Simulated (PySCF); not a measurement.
SMILES C(N[CH]C)C, doublet (GFN2-xTB optimised geometry):

```
15

C      1.801    -0.615     0.000
C      0.316    -0.615     0.000
N     -0.346     0.614     0.000
C     -1.764     0.631     0.267
C     -2.116     0.357     1.732
H      2.228    -0.320    -0.969
H      2.187     0.080     0.748
H      2.173    -1.612     0.230
H     -0.205    -1.403    -0.519
H      0.162     1.326     0.513
H     -2.228    -0.128    -0.368
H     -2.150     1.612    -0.030
H     -3.194     0.344     1.866
H     -1.694     1.126     2.376
H     -1.710    -0.607     2.031
```

Level of theory: unrestricted CAM-B3LYP/def2-TZVP (PySCF).

Question: What are the frontier orbital energies (α orbitals alone; a β orbital can be the lowest empty one) and the dipole moment?

Answer: HOMO-2 -11.15 eV, HOMO-1 -9.82 eV, HOMO -5.35 eV, LUMO 2.01 eV, LUMO+1 2.58 eV; dipole moment 0.88 D.

On the same geometry unrestricted PBE/def2-TZVP (PySCF 2.14.0) gives HOMO-2 -8.25 eV, HOMO-1 -6.83 eV, HOMO -2.68 eV, LUMO 0.42 eV, LUMO+1 1.01 eV; dipole moment 0.95 D.

Meta-Löwdin charges at CAM-B3LYP/def2-TZVP: C1 -0.34, C2 -0.14, N3 -0.28, C4 -0.08, C5 -0.34, H6 0.10, H7 0.11, H8 0.12, H9 0.10, H10 0.21, H11 0.11, H12 0.10, H13 0.11, H14 0.10, H15 0.12.
